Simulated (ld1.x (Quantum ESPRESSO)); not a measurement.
**Before and after: TM potential for manganese (Mn)**

ld1.x (Quantum ESPRESSO) 7.5 input, shortened:

```
&input
   title='Mn', zed=25., rel=1, dft='PBESOL', iswitch=3,
   config='[Ar] 3d5 4s1 4p0'
 /
 &inputp
   pseudotype=2, tm=.true., lloc=-1, rcloc=1.20,
   nlcc=.false.
 /
3
4S  1  0   1.00   0.00  2.15  2.15  0.0
4P  2  1   0.00   0.00  2.00  2.00  0.0
3D  3  2   5.00   0.00  1.25  1.25  0.0
 &test
   configts(1)='3d5 4s1 4p0'
 /
```

All-electron outer shells of the reference configuration (PBEsol, scalar-relativistic, ld1.x):

```json
{"shell": "3p", "level (eV)": "-62.72", "outermost node (bohr)": "0.31", "outermost maximum (bohr)": "0.75"}
{"shell": "3d", "level (eV)": "-14.93", "outermost node (bohr)": "–", "outermost maximum (bohr)": "0.76"}
{"shell": "4s", "level (eV)": "-11.88", "outermost node (bohr)": "1.05", "outermost maximum (bohr)": "2.38"}
{"shell": "4p", "level (eV)": "-7.16", "outermost node (bohr)": "1.15", "outermost maximum (bohr)": "2.95"}
```

Change: core correction a·sin(br)/r model core inside 1.52 bohr.

Cutoffs: the cutoffs (Ry, on a coarse ladder) from which the occupation-weighted sum of valence levels, in a spherical-Bessel basis at the reference potential, stays within 10 and 1 mRy of its value at 400 Ry; they do not see the model core or the augmentation charge, which bear on the density cutoff. Errors are all-electron minus pseudo energies relative to the spin-unpolarised reference configuration.

Problem. What does the change do?

Solution. The potential gets neither clearly harder nor softer (140 Ry and 160 Ry → 140 Ry and 160 Ry); both files keep a bound ghost (p, s); of the 6 tests that both files solve, the error grows in 4 and shrinks in 2 by more than 15 % and 0.3 meV (median size 32.9 → 126.1 meV). A model core, the more so a compact one, raises the density cutoff, which this test does not measure.

| quantity | base | changed |
| --- | --- | --- |
| cutoff, loose | 140 Ry | 140 Ry |
| cutoff, tight | 160 Ry | 160 Ry |
| bound ghosts | s, p | s, p |
| tests counted (converged, no solver errors) | 6 of 7 | 6 of 7 |
| error for 3d5 4s2 4p0, meV [ΔE -8.43 eV] | +0.4 | -5.1 |
| error for 3d5 4s0 4p0, meV [ΔE 15.51 eV] | +34 | -18 |
| error for 3d4 4s0 4p0, meV [ΔE 47.99 eV] | +32 | -234 |
| error for 3d4 4s2 4p0, meV [ΔE 4.78 eV] | -234 | -292 |
| error for 3d3 4s0 4p0, meV [ΔE 98.71 eV] | -524 | -1348 |
| error for 3d5 4s0 4p2, meV [ΔE -0.47 eV] | +10 | +4.3 |
| s: phases at 2.34 bohr within 0.05 rad from the reference energy up to (Ry; the scan ends near 5) | 2.5 | 2.5 |
| p: phases at 2.34 bohr within 0.05 rad from the reference energy up to (Ry; the scan ends near 5) | n/a | n/a |
| d: phases at 2.34 bohr within 0.05 rad from the reference energy up to (Ry; the scan ends near 5) | 1.5 | 1.5 |

Base: Tests not counted: 3d4 4s2 4p1 (an occupied level unbound or not found, printed error -3.0 eV). These tests converged, but a pseudo level misses the all-electron one widely, so the file describes the atom poorly there or has found another state: 3d3 4s0 4p0: empty 4s by 7.8 eV (a node warning on the way). ld1.x printed “convergence not achieved” for 2 of the counted tests; their residual had stalled under 1e-8, short of the target of 1e-14. Changed file: Tests not counted: 3d4 4s2 4p1 (solver errors, printed error -3.1 eV). These tests converged, but a pseudo level misses the all-electron one widely, so the file describes the atom poorly there or has found another state: 3d3 4s0 4p0: empty 4s by 8.6 eV (a node warning on the way). A true bound ghost makes a file unfit for plane-wave use even where its test errors are small: the radial tests pick states by their node count and pass the ghost by. Where a test does run into it, the solver fails or the error is huge.
